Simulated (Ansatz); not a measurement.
Computed with Ansatz on PBE0-D4/def2-TZVP structures; ΔE is electronic, products minus reactants. CCSD(T)/CBS adds triple-zeta CCSD(T) − MP2 to the extrapolated MP2 energy (def2 sets, frozen cores). This one scheme is used for every species. DFT in def2-TZVPP. Elements past krypton have def2 core potentials. For I outer-core shells are correlated without core-valence functions, which leaves a few kJ/mol of doubt a bond. One conformer a species, not always the lowest.

Reaction (formal hydrolysis of the Si–I bond): `CS[SiH2]I` + H₂O → `CS[SiH2]O` + HI

`CS[SiH2]I`:

Z-matrix (Å, degrees):
```
C
S 1 1.815
H 1 1.089 2 106.5
H 1 1.090 2 111.1 3 -118.8
H 1 1.090 2 110.6 3 118.6
Si 2 2.109 1 99.9 3 178.6
I 6 2.451 2 112.6 1 62.7
H 6 1.479 2 106.7 1 -178.1
H 6 1.483 2 111.5 1 -55.5
```

H₂O:

```xyz
3

O     0.237   -0.128   -0.281
H    -0.395    0.592   -0.334
H     0.157   -0.464    0.615
```

`CS[SiH2]O`:

Z-matrix (Å, degrees):
```
C
S 1 1.818
H 1 1.089 2 111.0
H 1 1.090 2 110.8 3 -122.4
H 1 1.089 2 106.9 3 118.9
Si 2 2.119 1 99.7 3 59.8
O 6 1.646 2 113.6 1 -63.8
H 6 1.485 2 104.1 1 173.6
H 6 1.481 2 110.9 1 52.7
H 7 0.959 6 116.7 2 -56.8
```

HI:

```xyz
2

I    -0.005    0.799    0.097
H     0.005   -0.799   -0.097
```

```csv
level,ΔE (eV)
CAM-B3LYP-D4,-0.21
revPBE,-0.03
PBE0,-0.03
CCSD(T)/def2-SVP,-0.15
```

Question: What does CCSD(T)/CBS give? (Best estimate.)

Answer: The calculation gave: -0.02 eV. The listed levels differ from it by -0.19, -0.01, -0.01, -0.13 eV.

Largest T1 diagnostic among the species: 0.011.

Leaving LDA and LC-ωPBE aside and taking each functional with its dispersion term where it has one, the values, not all of them listed here, spread over 0.22 eV, from CAM-B3LYP-D4 to HSE06-D4. LDA lies −0.05 eV from PBE without D4. The D4 term adds +0.08 eV with B3LYP and +0.04 eV with PBE0; it sums over pairs of atoms, weighted by their polarisabilities, and B3LYP, whose exchange is more repulsive, gets the larger term.

B3LYP here is the variant with VWN-RPA as its local correlation; programs differ in this.
